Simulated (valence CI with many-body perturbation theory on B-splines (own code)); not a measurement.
Results of a calculation; reference values are marked as such.
Run record, Pb⁶⁶⁺

Level of theory: valence CI with perturbative core correlation (CI+MBPT): six valence electrons over a frozen Dirac-Fock core [Ne], radial functions for each j: 9 s, 9 p, 8 d, 6 f, 3 g, 1 h, with the one-electron correlation potential Σ1 (screened to all orders), the two-electron term Σ2, the three-electron term Σ3, Breit, model QED; selected single and double excitations, second order for the rest, scaled by the run's own slope (own B-spline code, finite nucleus).

Command, and the settings that its task file holds:

```sh
python run_cv.py task.json out
```

```
atom Pb  Z=82  mass_number=208  rms_radius_fm=5.5012
core [Ne]
valence 3s2 3p4
avg = 1
basis = M
breit = 1
cap = 60000
capref = 1200
cscale = 1
de = 0.0
dress = 0
eps = 2e-08
extrap = 1
h = 0.27
hh = 1
l2 = 3
lcore = 6
maxit = 60
n2 = 5
natural = 1
nlev = 35
nno = [5, 5, 5, 4, 2, 1]
nroot = 26
nsp = [4, 4, 3, 2, 1, 0]
pt2 = 1
qed = 1
rpa = 1
s1 = 1
s2 = 1
s3 = 1
screen = 1
tol = 2e-05
whole = 1
```

(1) Roughly how long does this run take on one core of Intel(R) Xeon(R) Processor @ 2.30GHz, and how much memory?

Log. The first blocks belong to the next ion, which gives the ionisation energy. Fields: 2J, parity (1 odd), roots, reference size, generating configurations, candidates as configurations/state functions, variational space P, stored matrix elements, Davidson steps; e2 is the range of second-order energies in hartree. The first line gives the box (bohr), its intervals, the orbitals and the steps of their self-consistent field. Window is the range of levels sought, series limit the energy at which the first omitted orbital would enter, core excitation an estimate of the first excitation out of the core, left out the lowest levels not solved, and shifts from estimates the range by which levels moved from their first estimate, all in cm⁻¹.

```
rmax 1.7 intervals 55 orbitals 63 references ['3s2 3p4', '3s2 3p3 3d', '3s 3p5', '3s2 3p2 3d2', '3s 3p4 3d'] scf 4 t 0.7
2J=3 par=1 roots 2 ref 33 generators 4 cand 13410/120118 P 1633/5997 nnz 5e+06 it 5
2J=3 par=1 roots 2 ref 33 generators 12 cand 22339/216131 P 4209/19168 nnz 3.9e+07 it 5
   second order: generators 19 cand 24916/257604 e2 -0.00017 -0.00011
reference levels 606, estimated 128, window 7855593 1/cm; series limit 47209159, core excitation 82211346
2J=4 par=0 roots 6 ref 47 generators 11 cand 33692/596385 P 2290/11995 nnz 9.5e+06 it 5
2J=4 par=0 roots 6 ref 47 generators 27 cand 47101/1003782 P 7686/59998 nnz 1.7e+08 it 7
   second order: generators 39 cand 63530/1735240 e2 -0.00619 -0.00082
2J=0 par=0 roots 4 ref 18 generators 12 cand 31857/150384 P 4939/11994 nnz 6.9e+06 it 5
2J=0 par=0 roots 4 ref 18 generators 23 cand 38166/230310 P 13831/46466 nnz 8.4e+07 it 6
   second order: generators 34 cand 49887/374603 e2 -0.00034 -0.00004
2J=4 par=1 roots 10 ref 102 generators 16 cand 43437/845227 P 1762/11997 nnz 1.3e+07 it 6
2J=4 par=1 roots 10 ref 102 generators 25 cand 46393/967181 P 5891/54985 nnz 1.7e+08 it 10
   second order: generators 38 cand 56849/1528657 e2 -0.01083 -0.00353
2J=2 par=1 roots 9 ref 81 generators 17 cand 43057/587000 P 2208/11994 nnz 1.2e+07 it 8
2J=2 par=1 roots 9 ref 81 generators 25 cand 45060/666824 P 7866/58179 nnz 1.8e+08 it 8
   second order: generators 41 cand 59494/1098552 e2 -0.00583 -0.00157
2J=0 par=1 roots 4 ref 31 generators 10 cand 31691/177041 P 4022/12000 nnz 9.1e+06 it 5
2J=0 par=1 roots 4 ref 31 generators 19 cand 37924/208651 P 13266/50705 nnz 1.1e+08 it 6
   second order: generators 35 cand 51249/389336 e2 -0.00026 -0.00006
2J=6 par=1 roots 8 ref 95 generators 13 cand 38234/848776 P 1792/12000 nnz 1.3e+07 it 8
2J=6 par=1 roots 8 ref 95 generators 23 cand 47216/1101288 P 5694/55149 nnz 1.8e+08 it 10
   second order: generators 35 cand 57000/1756268 e2 -0.01029 -0.00356
2J=8 par=1 roots 5 ref 68 generators 9 cand 32136/757507 P 1837/11992 nnz 1.3e+07 it 5
2J=8 par=1 roots 5 ref 68 generators 18 cand 44570/1049985 P 5757/54917 nnz 1.8e+08 it 8
   second order: generators 28 cand 52686/1493950 e2 -0.00663 -0.00284
2J=2 par=0 roots 3 ref 32 generators 8 cand 31165/409051 P 2174/11999 nnz 1.1e+07 it 6
2J=2 par=0 roots 3 ref 32 generators 18 cand 41840/625284 P 7711/59701 nnz 2.2e+08 it 7
   second order: generators 25 cand 39843/624322 e2 -0.00181 -0.00045
2J=6 par=0 roots 2 ref 35 generators 6 cand 27513/538013 P 1561/11997 nnz 1.3e+07 it 6
2J=6 par=0 roots 2 ref 35 generators 16 cand 43216/1035778 P 4976/53657 nnz 2.2e+08 it 7
   second order: generators 18 cand 40701/1025660 e2 -0.00399 -0.00159
2J=8 par=0 roots 3 ref 26 generators 6 cand 26898/525517 P 2131/11982 nnz 1e+07 it 5
2J=8 par=0 roots 3 ref 26 generators 19 cand 42789/1053339 P 6565/59998 nnz 2.3e+08 it 6
   second order: generators 26 cand 52912/1686284 e2 -0.00327 -0.00131
2J=10 par=1 roots 1 ref 38 generators 2 cand 14966/314301 P 1533/11954 nnz 1.8e+07 it 5
2J=10 par=1 roots 1 ref 38 generators 9 cand 32979/767697 P 4120/44744 nnz 2.3e+08 it 5
   second order: generators 12 cand 34755/819162 e2 -0.00056 -0.00056
left out: unestimated 11371574, estimated 8671976, shifts from estimates -122 to 127
operators 0.7
```

The Davidson iterations converged.

No measured spectrum was set against this ion. As an estimate, large intervals hold to a few tenths of a per cent, small ones and those within an open d or f shell to about a per cent. Among the levels kept, up to 1200 cm⁻¹ of a level comes from second order outside the variational space, and about a tenth of that is noise between levels of different J, which matters for small intervals.

- Valence energy: -1866.787 hartree
- Ionisation energy: 7651.7 eV (NIST: 7650 ± 40 eV (theoretical))
- Reference configurations for the orbitals: 3s2 3p4, 3s2 3p3 3d, 3s 3p5, 3s2 3p2 3d2, 3s 3p4 3d
- Radial orbitals: 63
- Box radius: 1.711 bohr
- Largest variational space: 59998
- Lowest levels: (3s^2 3p1/2^2 3p3/2^2) J=2 0.000, (3s^2 3p1/2^2 3p3/2^2) J=0 1.665, (3s^2 3p1/2^2 3p3/2 3d3/2) J=2 19.718, (3s^2 3p1/2^2 3p3/2 3d3/2) J=1 20.461, (3s^2 3p1/2^2 3p3/2 3d3/2) J=0 20.475, (3s^2 3p1/2^2 3p3/2 3d3/2) J=3 20.481, (3s^2 3p1/2^2 3p3/2 3d5/2) J=4 29.555, (3s^2 3p1/2^2 3p3/2 3d5/2) J=2 30.207, (3s^2 3p1/2^2 3p3/2 3d5/2) J=3 31.724, (3s^2 3p1/2^2 3p3/2 3d5/2) J=1 32.701, (3s^2 3p1/2^2 3d3/2^2) J=2 40.290, (3s^2 3p1/2 3p3/2^3) J=1 42.156, (3s^2 3p1/2^2 3d3/2^2) J=0 42.386, (3s^2 3p1/2 3p3/2^3) J=2 42.935 Ry

Levels are named by their leading jj configuration (3d3/2^4 stands for four electrons in 3d with j = 3/2), which in mixed levels can hold well under half, so a name can repeat and another be missing.

Results:

(1) 7.2 min on 1 thread of Intel(R) Xeon(R) Processor @ 2.30GHz (shared host), peak memory 1.8 GiB.
